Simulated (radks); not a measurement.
Fe+, 25 electrons, occupied as [Ar] 3d5.75 4s1.25 (fractional occupations, a model configuration). Method: scalar-relativistic Kohn-Sham, r2SCAN, spin-unpolarised, spherical densities, finite nucleus; meta-GGA in the generalised Kohn-Sham scheme; Fermi nuclear charge, rms radius 3.7377 fm; computed with a radial shooting solver on a logarithmic mesh with Libxc functionals.

Local quantities along the radius. ELF = 1/(1 + alpha^2) is the electron localisation function; alpha = (tau - tau_W)/tau_unif compares the Pauli kinetic energy density with that of the uniform gas; r v_xc is r times the local exchange-correlation potential (hartree bohr, multiplicative part alone); s = |grad rho|/(2 (3 pi^2)^(1/3) rho^(4/3)) is the reduced gradient; 4 pi r^2 rho is in e/bohr. tau is taken from the large components.

r (bohr),ELF,alpha,r v_xc,s,4 pi r^2 rho
0.004307,1.000,0.01768,-0.1424,0.4472,2.427
0.004934,1.000,0.01836,-0.1567,0.4448,3.068
0.005653,1.000,0.01921,-0.1727,0.4439,3.860
0.006425,1.000,0.02021,-0.1894,0.4445,4.768
0.007361,1.000,0.02152,-0.2092,0.4466,5.932
0.008434,0.999,0.02317,-0.2309,0.4505,7.328
0.009662,0.999,0.02524,-0.2549,0.4562,8.980
0.01098,0.999,0.02770,-0.2794,0.4632,10.78
0.01258,0.999,0.03104,-0.3075,0.4728,12.96
0.01441,0.999,0.03539,-0.3378,0.4848,15.40
0.01638,0.998,0.04075,-0.3681,0.4986,17.89
0.01877,0.998,0.04839,-0.4020,0.5162,20.66
0.0215,0.997,0.05890,-0.4373,0.5373,23.45
0.02464,0.995,0.07375,-0.4739,0.5624,26.10
0.028,0.991,0.09375,-0.5093,0.5901,28.29
0.03208,0.985,0.1250,-0.5478,0.6242,30.09
0.03675,0.971,0.1729,-0.5878,0.6627,31.16
0.04177,0.945,0.2424,-0.6263,0.7019,31.38
0.04786,0.886,0.3580,-0.6617,0.7430,30.76
0.05483,0.774,0.5398,-0.6650,0.7756,29.37
0.06282,0.603,0.8113,-0.6002,0.7851,27.54
0.0714,0.434,1.142,-0.5341,0.7542,25.84
0.0818,0.313,1.481,-0.5622,0.6639,24.60
0.09371,0.276,1.620,-0.6387,0.5268,24.44
0.1065,0.314,1.477,-0.6873,0.3990,25.53
0.122,0.430,1.151,-0.7565,0.3124,27.90
0.1398,0.587,0.8384,-0.8896,0.2928,30.94
0.1602,0.720,0.6230,-0.9650,0.3258,33.67
0.182,0.795,0.5071,-0.9977,0.3880,34.96
0.2086,0.827,0.4577,-1.029,0.4770,34.16
0.2389,0.810,0.4839,-1.059,0.5855,30.91
0.2716,0.727,0.6135,-1.038,0.6984,26.14
0.3111,0.516,0.9690,-0.8521,0.7993,20.50
0.3565,0.264,1.668,-0.7390,0.7931,15.80
0.4084,0.162,2.272,-0.7767,0.5880,13.22
0.4642,0.205,1.968,-0.6883,0.3317,12.97
0.5318,0.404,1.215,-1.034,0.2076,14.33
0.6093,0.634,0.7593,-1.195,0.2418,16.02
0.6925,0.747,0.5813,-1.249,0.3321,16.70
0.7933,0.781,0.5292,-1.240,0.4470,15.86
0.9089,0.759,0.5632,-1.247,0.5742,13.56
1.041,0.684,0.6797,-1.191,0.7164,10.49
1.184,0.557,0.8910,-1.069,0.8624,7.604
1.356,0.382,1.271,-0.8783,1.016,5.070
1.553,0.232,1.819,-0.7777,1.132,3.284
1.766,0.157,2.315,-0.7144,1.173,2.216
2.023,0.140,2.478,-0.7129,1.164,1.532
2.318,0.174,2.177,-0.7433,1.185,1.107
2.655,0.254,1.714,-0.7723,1.316,0.8011
3.018,0.350,1.362,-0.7652,1.579,0.5643
3.457,0.436,1.137,-0.7081,2.054,0.3547
3.961,0.476,1.049,-0.6002,2.828,0.1959
4.502,0.459,1.085,-0.4278,4.011,0.09699
5.158,0.377,1.285,-0.1125,6.142,0.03846
5.909,0.241,1.776,0.3408,10.01,0.01240
6.77,0.106,2.908,0.6951,17.49,0.003171
7.694,0.034,5.334,0.4884,31.80,0.0006954
8.815,0.007,11.85,0.8735,65.58,0.0001052

On this mesh the ELF has minima near r = 0.094, 0.41, 2.0 bohr, which separate the shells, and maxima near 0.21 (0.83), 0.79 (0.78), 4.0 (0.48).
